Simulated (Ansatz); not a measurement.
System: sum formula BNHBr$_{2}$, charge -1, multiplicity 1. It need not be the lowest isomer of its formula. Whether it binds its extra electron was not tested at this geometry. 
Structure (B3LYP-D3(BJ)/def2-TZVP (Ansatz, an electronic-structure program) minimum search):
SMILES: [NH-]B(Br)Br
```xyz
5

N     -1.8206    -1.2006     0.0064
B     -0.7171    -0.4727     0.0025
Br    -0.5987     1.5947     0.0303
Br     1.1419    -1.2680    -0.0327
H     -2.6826    -0.6671     0.0251
```
Charge -1, spin multiplicity 1.

Basis-set convergence of Hartree-Fock and MP2 correlation energies (hartree) with Ansatz. Valence correlation only, unless marked. No spin-orbit coupling. Frozen are the shells of the preceding noble gas and the d and f shells that filled before the atom's block. Non-relativistic. This anion needs diffuse functions, which these sets lack.

```tsv
basis	functions	E(HF)	E(corr, MP2)
cc-pVDZ	87	-5224.61832	-0.48785
cc-pVTZ	160	-5224.79786	-0.64123
cc-pVQZ	276	-5224.81140	-0.70107
cc-pV5Z	445	___	___
```

Q: What belongs in the gaps?

A: 
- cc-pV5Z, E(HF): -5224.81374
- cc-pV5Z, E(corr, MP2): -0.72681
